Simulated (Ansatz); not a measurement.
`C=C[CH2][Al]([Cl])[Cl]` + H–F → `[F][Al]([Cl])[Cl]` + propene at 400 K and 1 bar (ligand exchange at the Al–C bond).

Program: Ansatz. Geometries: PBE0-D4/def2-TZVP. ΔE: electronic, gas phase. CCSD(T)/CBS is the MP2 limit (def2-TZVPP, def2-QZVPP) plus CCSD(T) − MP2 in def2-TZVPP, frozen cores. This one scheme is used for every species. One conformer a species, not always the lowest.

| species | CCSD(T)/CBS energy (Eh) | H − E (kJ/mol) | S (J/(mol·K)) |
| --- | --- | --- | --- |
| `C=C[CH2][Al]([Cl])[Cl]` | -1278.87133 | 229.5 | 419.8 |
| H–F | -100.39570 | 36.5 | 182.2 |
| `[F][Al]([Cl])[Cl]` | -1261.58534 | 38.1 | 331.7 |
| `C=CC` | -117.74610 | 229.7 | 285.2 |

H − E and S are ideal-gas, rigid-rotor, harmonic terms from PBE0-D4/def2-TZVP, for one conformer and one mirror image of each species. 1 Eh = 2625.50 kJ/mol, R = 8.31446 J/(mol·K).

**Question.** By hand: ΔE, ΔH, ΔS and ΔG.

**Answer.** ΔE = (-1261.58534) + (-117.74610) − (-1278.87133) − (-100.39570) = -0.06441 Eh = -169.1 kJ/mol. Δ(H − E) = 38.1 + 229.7 − 229.5 − 36.5 = 1.8, so ΔH = -167.3 kJ/mol. ΔS = 331.7 + 285.2 − 419.8 − 182.2 = 14.9 J/(mol·K). ΔG = -167.3 − 400 × (14.9)/1000 = -173.3 kJ/mol.

**Question.** By hand: the equilibrium constant, and the temperature at which ΔG would vanish if ΔH and ΔS stayed fixed.

**Answer.** log₁₀ K = −ΔG/(RT ln 10) = 22.6. ΔH and −TΔS have one sign here, so there is no such temperature.

The number of gas molecules stays the same, so ΔS is small and ΔH decides. A doubt of 5 kJ/mol in ΔE shifts log₁₀ K by 0.7 here. Other conformers and mirror images would add mixing entropy, several J/(mol·K) or more a flexible species. These are equilibria of isolated gas molecules and say nothing of rates. Largest T1 diagnostic: 0.010 (customary marks: 0.02 for closed shells, 0.045 for open ones).
